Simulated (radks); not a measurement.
Values are calculated unless marked as measured or tabulated.
Initial-state core-level shifts of the neodymium ion Nd+ when its valence configuration changes from [Xe] 4f4 6s1. Level of theory: scalar-relativistic Kohn-Sham, PBE, spin-polarised, spherical densities, finite nucleus; open shells are filled with parallel spins first (spin-orbit coupling, left out, can overturn this in heavy ions); Fermi nuclear charge, rms radius 4.9123 fm (a radial shooting solver on a logarithmic mesh with Libxc functionals). Shifts are changes of the shell-averaged eigenvalues in eV (positive: less bound); the change of the density at the nucleus, which sets a Mossbauer isomer shift, is in e/bohr^3, on a base of 4.724e+05.

| valence | 2p | 3p | 4s | 4p | density at nucleus |
|---|---|---|---|---|---|
| 4f3.5 6s1 6p0.5 | -4.885 | -5.330 | -5.128 | -5.051 | +13.92 |
| 4f2.5 6s2 6p0.5 | -15.235 | -16.808 | -15.909 | -15.618 | +78.70 |
| 4f5 | +6.141 | +6.744 | +6.570 | +6.477 | -38.93 |
| 4f4.5 6s0.5 | +3.598 | +3.954 | +3.833 | +3.776 | -21.96 |
| 4f3 5d1 6s1 | -6.820 | -7.860 | -7.364 | -7.183 | +25.03 |
| 4f3 6s1 6p1 | -10.303 | -11.279 | -10.779 | -10.604 | +30.28 |
| 4f3 6s2 | -9.302 | -10.272 | -9.775 | -9.602 | +56.91 |
| 4f2.5 6s1 6p1.5 | -16.151 | -17.731 | -16.828 | -16.536 | +48.76 |
| 4f4 5d1 | +1.802 | +1.735 | +1.759 | +1.770 | -25.31 |
